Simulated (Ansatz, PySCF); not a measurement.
Energy difference R1 → 2 P1, each structure at its B3LYP-D3(BJ)/def2-TZVP stationary point, reached from a drawn start (curvature not checked).
R1, H4Sn2 (SMILES [SnH2]=[SnH2]) (charge 0, multiplicity 1, Z-matrix in Å and degrees):
```
Sn
H 1 1.7359
H 1 1.7359 2 102.17
Sn 1 2.7225 2 113.18 3 -122.04
H 4 1.7359 1 113.18 2 -64.35
H 4 1.7359 5 102.17 1 122.04
```
P1, H2Sn (SMILES [SnH2]) (charge 0, multiplicity 1, Z-matrix in Å and degrees):
```
Sn
H 1 1.7804
H 1 1.7804 2 90.56
```

P less R. No zero-point or thermal terms; no spin–orbit coupling.

Frozen-core correlation throughout. In cc and def2 sets filled d and f shells under p-block atoms count as core. CBS(a, b) extrapolates the correlation energy as X⁻³ and adds the Hartree–Fock energy of set b.

Run with Ansatz (an electronic-structure program); PySCF for the D3/D4 terms. Each number belongs to the level named beside it. Elements past Kr take the def2 small-core potentials, without spin–orbit coupling.

```tsv
level	reaction energy (eV)
PBE-D3(BJ)/def2-TZVPP	1.472
BLYP/def2-TZVPP	1.080
B3LYP/def2-TZVPP	1.109
B3LYP-D3(BJ)/def2-TZVPP	1.234
B3LYP-D4/def2-TZVPP	1.215
CAM-B3LYP/def2-TZVPP	1.085
B2PLYP-D4/def2-TZVPP	1.230
CCSD/def2-QZVPP	?
CCSD(T)/CBS(def2-TZVPP, def2-QZVPP)	?
```

### Question
Some entries are withheld; supply them.

### Answer

- CCSD/def2-QZVPP, reaction energy (eV): 1.164
- CCSD(T)/CBS(def2-TZVPP, def2-QZVPP), reaction energy (eV): 1.359
